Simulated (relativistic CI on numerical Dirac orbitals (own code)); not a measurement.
# Inner-shell lines of Sr XXVIII

Computed by Dirac-Coulomb-Breit CI, orbitals from a KLI potential per configuration, QED by a radiative potential, valence Slater integrals scaled by 0.85 (own radial code, finite nucleus).

CI space (outside the closed core 1s2 2p6): 2s2.3s, 2s.3s.3p, 2s.3s.4p, 2s2.3p, 2s.3p.4p, 2s.3p2. Levels of other configurations are missing.

The table holds the strongest lines. The upper levels have an inner-shell vacancy. Auger decay, open to those above the ionisation limit, is not computed, and radiative decays to configurations outside the model are missing too. Absolute energies can be off by a few tenths of a per cent, and at this charge the scaling can make term splittings too narrow, so close lines can change order. LS names give the leading component, which can be well under half, for lower levels too. Brackets number the levels in order of energy.

```
  λ (Å)                  Upper               Lower   A (s⁻¹)  gA (s⁻¹)
5.68625   2s.3s.3p 4P°_3/2 [5]   2s2.3s 2S_1/2 [1]  6.00e+12  2.40e+13
5.67447     2s.3p2 2P_1/2 [13]  2s2.3p 2P°_3/2 [3]  1.50e+13  3.00e+13
5.67315     2s.3p2 4P_5/2 [14]  2s2.3p 2P°_3/2 [3]  1.01e+13  6.07e+13
5.67171     2s.3p2 4P_1/2 [11]  2s2.3p 2P°_1/2 [2]  1.57e+13  3.14e+13
5.66642     2s.3p2 2D_3/2 [15]  2s2.3p 2P°_3/2 [3]  1.29e+13  5.15e+13
5.65899   2s.3s.3p 2P°_1/2 [6]   2s2.3s 2S_1/2 [1]  2.66e+13  5.33e+13
5.63144     2s.3p2 2P_1/2 [13]  2s2.3p 2P°_1/2 [2]  3.67e+13  7.33e+13
5.63093     2s.3p2 2D_5/2 [16]  2s2.3p 2P°_3/2 [3]  1.24e+13  7.44e+13
5.63087   2s.3s.3p 2P°_3/2 [8]   2s2.3s 2S_1/2 [1]  3.68e+13  1.47e+14
5.62493     2s.3p2 2P_3/2 [17]  2s2.3p 2P°_3/2 [3]  4.21e+13  1.69e+14
5.62351     2s.3p2 2D_3/2 [15]  2s2.3p 2P°_1/2 [2]  2.83e+13  1.13e+14
5.60527     2s.3p2 2S_1/2 [18]  2s2.3p 2P°_3/2 [3]  2.27e+13  4.54e+13
5.59871   2s.3s.3p 2P°_1/2 [9]   2s2.3s 2S_1/2 [1]  1.50e+13  3.00e+13
4.41646   2s.3p.4p 2P_1/2 [31]  2s2.3p 2P°_1/2 [2]  1.30e+13  2.59e+13
4.41639   2s.3p.4p 2D_5/2 [39]  2s2.3p 2P°_3/2 [3]  1.26e+13  7.56e+13
4.41608   2s.3p.4p 2S_1/2 [40]  2s2.3p 2P°_3/2 [3]  1.23e+13  2.47e+13
4.41588   2s.3p.4p 2D_3/2 [32]  2s2.3p 2P°_1/2 [2]  1.10e+13  4.40e+13
4.41229  2s.3s.4p 2P°_3/2 [22]   2s2.3s 2S_1/2 [1]  9.99e+12  3.99e+13
4.41126  2s.3s.4p 2P°_1/2 [23]   2s2.3s 2S_1/2 [1]  1.42e+13  2.85e+13
4.41016   2s.3p.4p 2P_3/2 [42]  2s2.3p 2P°_3/2 [3]  7.15e+12  2.86e+13
```
